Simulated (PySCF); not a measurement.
# Exercise with solution: entropy of an ideal gas

C₂H₇S, SMILES C[SH+]C, charge +1.

Geometry: B3LYP-D3(BJ)/def2-SVP. The isomer is the one that the SMILES or the coordinates give; other isomers of the formula were not compared.

B3LYP-D3(BJ)/def2-SVP (PySCF) gives the harmonic wavenumbers 173, 198, 257, 633, 697, 750, 809, 930, 1048, 1076, 1102, 1330, 1355, 1427, 1429, 1440, 1442, 2620, 3060, 3061, 3183, 3184, 3196, 3198 cm⁻¹ and the rotational temperatures 0.8321, 0.3306, 0.2619 K. The molar mass is 63.14 g/mol, the symmetry number 1, the spin multiplicity 1.

**Question.** Work out the entropy at 298.15 K and 1 atm in the rigid-rotor, harmonic-oscillator model.

**Answer.** 
Translation (Sackur–Tetrode at 1 atm): S = R[1.5 ln M + 2.5 ln T − 1.16487] = 160.4 J/(mol K).
Rotation: q = (√π/σ) T^1.5/√(θA θB θC) = 34000, S = R[ln q + 3/2] = 99.2 J/(mol K).
Vibration: with u = 1.4388 ν/T, each mode gives R[u/(e^u − 1) − ln(1 − e^−u)]:
```json
[
 {"ν (cm⁻¹)": "173", "modes": "1", "u": "0.83", "S (J/(mol K))": "10.05"},
 {"ν (cm⁻¹)": "198", "modes": "1", "u": "0.96", "S (J/(mol K))": "9.00"},
 {"ν (cm⁻¹)": "257", "modes": "1", "u": "1.24", "S (J/(mol K))": "7.04"},
 {"ν (cm⁻¹)": "633", "modes": "1", "u": "3.05", "S (J/(mol K))": "1.66"},
 {"ν (cm⁻¹)": "697", "modes": "1", "u": "3.36", "S (J/(mol K))": "1.30"},
 {"ν (cm⁻¹)": "750", "modes": "1", "u": "3.62", "S (J/(mol K))": "1.05"},
 {"ν (cm⁻¹)": "809", "modes": "1", "u": "3.90", "S (J/(mol K))": "0.84"},
 {"ν (cm⁻¹)": "930", "modes": "1", "u": "4.49", "S (J/(mol K))": "0.52"},
 {"ν (cm⁻¹)": "1048", "modes": "1", "u": "5.06", "S (J/(mol K))": "0.32"},
 {"ν (cm⁻¹)": "1076", "modes": "1", "u": "5.19", "S (J/(mol K))": "0.29"},
 {"ν (cm⁻¹)": "1102", "modes": "1", "u": "5.32", "S (J/(mol K))": "0.26"},
 {"ν (cm⁻¹)": "1330", "modes": "1", "u": "6.42", "S (J/(mol K))": "0.10"},
 {"ν (cm⁻¹)": "1355", "modes": "1", "u": "6.54", "S (J/(mol K))": "0.09"},
 {"ν (cm⁻¹)": "1427", "modes": "1", "u": "6.89", "S (J/(mol K))": "0.07"},
 {"ν (cm⁻¹)": "1429", "modes": "1", "u": "6.90", "S (J/(mol K))": "0.07"},
 {"ν (cm⁻¹)": "1440", "modes": "1", "u": "6.95", "S (J/(mol K))": "0.06"},
 {"ν (cm⁻¹)": "1442", "modes": "1", "u": "6.96", "S (J/(mol K))": "0.06"}
]
```
The stiffer modes add less than 0.005 each. Sum 32.8 J/(mol K).
Spin: R ln 1 = 0.0 J/(mol K).
Total 292.4 J/(mol K); the program's own thermochemistry gives 292.5. Translation makes up 55 % and vibration 11 %. Anharmonicity, hindered rotation and orbital degeneracy are left out.
